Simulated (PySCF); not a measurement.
Computed vibrations of [SmOF]−

[SmOF]− (singlet in the valence; each metal's 4f electrons, 6 of them, lie in its core potential, out of spins and levels). PySCF 2.14.0, RKS PBE0, Sm lcecp-0-SVP with ECP52, O def2-SVP, F def2-SVP; non-relativistic Hamiltonian with scalar-relativistic core potentials where named; density fitting; no spin-orbit coupling. Central differences of gradients.

```xyz
3

Sm    0.0477    0.0000   -0.2056
O     1.7945    0.0000    0.8406
F    -1.8920    0.0000    0.9365
```

Run from Python with OMP_NUM_THREADS=2. Where DIIS fails, smearing, a level shift and second-order steps follow.
It took 24 s on 2 threads of Arm Neoverse N1, on a shared host.

What are the harmonic wavenumbers and infrared intensities?

Modes are labelled in Cs; negative numbers are unstable modes, those under 60 cm⁻¹ near the noise; a finer grid moves soft modes by up to 10 cm⁻¹.
| cm⁻¹ | km/mol | symmetry |
| --- | --- | --- |
| 120 | 28.5 | a' |
| 395 | 105.1 | a' |
| 589 | 116.4 | a' |

Is this a minimum?

Yes. Ideal gas at 298.15 K and 1 bar: S = 313.2 J/(mol K), Cp = 51.9 J/(mol K), H − H(0 K) = 13.0 kJ/mol (rigid rotor, harmonic modes, spin degeneracy alone, that of the 4f electrons in the core included).

An lcecp potential fixes the number of 4f electrons, so in runs with it no electron can move into or out of that shell.
